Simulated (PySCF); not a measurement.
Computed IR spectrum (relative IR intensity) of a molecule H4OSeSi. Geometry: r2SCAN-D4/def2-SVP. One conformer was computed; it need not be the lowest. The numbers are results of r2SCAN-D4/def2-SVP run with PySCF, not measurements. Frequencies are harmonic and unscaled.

```json
[
 {"ν (cm⁻¹)": "542", "relative intensity": "3.5"},
 {"ν (cm⁻¹)": "708", "relative intensity": "20"},
 {"ν (cm⁻¹)": "721", "relative intensity": "26"},
 {"ν (cm⁻¹)": "829", "relative intensity": "51"},
 {"ν (cm⁻¹)": "906", "relative intensity": "49"},
 {"ν (cm⁻¹)": "933", "relative intensity": "33"},
 {"ν (cm⁻¹)": "945", "relative intensity": "58"},
 {"ν (cm⁻¹)": "981", "relative intensity": "100"},
 {"ν (cm⁻¹)": "2218", "relative intensity": "46"},
 {"ν (cm⁻¹)": "2228", "relative intensity": "52"},
 {"ν (cm⁻¹)": "2252", "relative intensity": "57"},
 {"ν (cm⁻¹)": "2375", "relative intensity": "13"}
]
```

Problem. Identify the compound among the candidates.
A) [SiH3]O[SeH]
B) O[Se][SiH3]
C) O[SiH2][SeH]

Solution. A, [SiH3]O[SeH]
